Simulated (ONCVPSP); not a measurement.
## Configuration tests for Si (ONCV)

- Element: Si
- Generator: ONCVPSP 4.0.1
- Type: optimised norm-conserving Vanderbilt (ONCV)
- Functional: PBE
- Relativity: scalar-relativistic
- Frozen core: [Ne]
- Valence charge: 4
- Reference configuration: 3s1.75 3p2.25
- Partial waves: 3s: rc 1.75 bohr, ncon 4, nbas 8, qcut 3.6 1/bohr, 2 projectors, debl 3.5 Ha; 3p: rc 1.45 bohr, ncon 5, nbas 9, qcut 6.8 1/bohr, 1 projector; d scattering state at 0.02 Ha: rc 1.85 bohr, ncon 5, nbas 9, qcut 5.5 1/bohr, 2 projectors, debl 3.2 Ha
- Local potential: polynomial inside 1.05 bohr (lpopt 3, dvloc0 6 Ha)
- Core correction: polynomial model core, fcfact 0.45

Energies are relative to the spin-unpolarised reference configuration 3s1.75 3p2.25; without spin polarisation the order of configurations can differ from experiment.

```
valence configuration  charge  ΔE all-electron (eV)  error AE − PS (meV)
              3s2 3p2       0                -1.688                 +0.1
              3s2 3p1      +1                 6.052                 +1.5
              3s1 3p2      +1                13.482                 +5.1
```

What are ΔE and the potential's error for 3s2 3p0?

ΔE = 22.045 eV all-electron; the error (AE − PS) is +7.7 meV.
